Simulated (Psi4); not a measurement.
H₂Be, charge -1, doublet, at the geometry of the source list (a state made from the parent by changing its charge; the spin is typed, not shown lowest) (a gas-phase anion, which may not be bound at this level); PBE0/6-31G* run with Psi4.

Here is a job for Psi4.
```
memory 2 GB

molecule mol {
-1 2
  Be    0.000000    0.000000    0.000000
  H     0.533900   -0.708500    0.922600
  H    -0.533900    0.708500   -0.922600
}

set basis 6-31g*
set reference uks

energy('pbe0')
print_variables()
```

The log (banner, timings and long lists left out):

```
   => Loading Basis Set <=

    Name: 6-31G*
    Role: ORBITAL
    Keyword: BASIS

         ---------------------------------------------------------
                                   SCF
               by Justin Turney, Rob Parrish, Andy Simmonett
                          and Daniel G. A. Smith
                              UKS Reference
         ---------------------------------------------------------

  ==> Geometry <==

    Molecular point group: d2h
    Full point group: D_inf_h

    Geometry (in Angstrom), charge = -1, multiplicity = 2:

       Center              X                  Y                   Z               Mass
    ------------   -----------------  -----------------  -----------------  -----------------
         BE           0.000000000000     0.000000000000     0.000000000000     9.012183065000
         H           -0.000000000000     0.000000000000     1.279926646336     1.007825032230
         H            0.000000000000     0.000000000000    -1.279926646336     1.007825032230

  Running in d2h symmetry.

  Rotational constants: A = ************  B =      5.10518  C =      5.10518 [cm^-1]
  Rotational constants: A = ************  B = 153049.49516  C = 153049.49516 [MHz]
  Nuclear repulsion =    3.514268808741926

  Charge       = -1
  Multiplicity = 2
  Electrons    = 7
  Nalpha       = 4
  Nbeta        = 3

  ==> Algorithm <==

  SCF Algorithm Type is DF.
  DIIS enabled.
  MOM disabled.
  Fractional occupation disabled.
  Guess Type is SAD.
  Energy threshold   = 1.00e-06
  Density threshold  = 1.00e-06
  Integral threshold = 1.00e-12

  ==> Primary Basis <==

  Basis Set: 6-31G*
    Blend: 6-31G*
    Number of shells: 10
    Number of basis functions: 19
    Number of Cartesian functions: 19
    Spherical Harmonics?: false
    Max angular momentum: 2

  ==> DFT Potential <==

   => LibXC <=

    Version 7.1.2
    S. Lehtola, C. Steigemann, M. J. T. Oliveira, and M. A. L. Marques,  SoftwareX 7, 1–5 (2018) (10.1016/j.softx.2017.11.002)

   => Composite Functional: PBE0 <=

    PBE0 Hyb-GGA Exchange-Correlation Functional

    C. Adamo and V. Barone,  J. Chem. Phys. 110, 6158 (1999) (10.1063/1.478522)
    M. Ernzerhof and G. E. Scuseria,  J. Chem. Phys. 110, 5029 (1999) (10.1063/1.478401)

    Deriv               =              1
    GGA                 =           TRUE
    Meta                =          FALSE

    Exchange Hybrid     =           TRUE
    MP2 Hybrid          =          FALSE

   => Exchange Functionals <=

[...]
   @S   Observed:                5.000000000E-01

    Orbital Energies [Eh]
    ---------------------

    Alpha Occupied:

[...]
       1B3u    0.134555

    Alpha Virtual:

[...]
    Beta Occupied:

[...]
    Beta Virtual:

[...]
       8Ag     2.964226

    Final Occupation by Irrep:
             Ag   B1g   B2g   B3g    Au   B1u   B2u   B3u
    DOCC [     2,    0,    0,    0,    0,    1,    0,    0 ]
    SOCC [     0,    0,    0,    0,    0,    0,    0,    1 ]
    NA   [     2,    0,    0,    0,    0,    1,    0,    1 ]
    NB   [     2,    0,    0,    0,    0,    1,    0,    0 ]

  @DF-UKS Final Energy:   -15.81113144177352

   => Energetics <=

    Nuclear Repulsion Energy =              3.5142688087419258
    One-Electron Energy =                 -28.9108350349777083
    Two-Electron Energy =                  12.4318574949559970
    DFT Exchange-Correlation Energy =      -2.8464227104937332
    Empirical Dispersion Energy =           0.0000000000000000
    VV10 Nonlocal Energy =                  0.0000000000000000
    Total Energy =                        -15.8111314417735205

  UHF NO Occupations:
  HONO-2 :    1B1u 1.9998024
  HONO-1 :    2 Ag 1.9974640
  HONO-0 :    1B3u 1.0000000
  LUNO+0 :    3 Ag 0.0025360
  LUNO+1 :    2B1u 0.0001976
  LUNO+2 :    4 Ag 0.0000004
  LUNO+3 :    5 Ag 0.0000000

Computation Completed

Properties will be evaluated at   0.000000,   0.000000,   0.000000 [a0]

Properties computed using the SCF density matrix

 Multipole Moments:

 ------------------------------------------------------------------------------------
     Multipole            Electronic (a.u.)      Nuclear  (a.u.)        Total (a.u.)
 ------------------------------------------------------------------------------------

 L = 1.  Multiply by 2.5417464519 to convert [e a0] to [Debye]
 Dipole X            :          0.0000000            0.0000000            0.0000000
 Dipole Y            :          0.0000000            0.0000000            0.0000000
 Dipole Z            :          0.0000000            0.0000000            0.0000000
 Magnitude           :                                                    0.0000000

 ------------------------------------------------------------------------------------

  Variable Map:
  ----------------------------------------------------------------------------
[...]
  Array Variable Map:
  ----------------------------------------------------------------------------
[...]
[...]
```
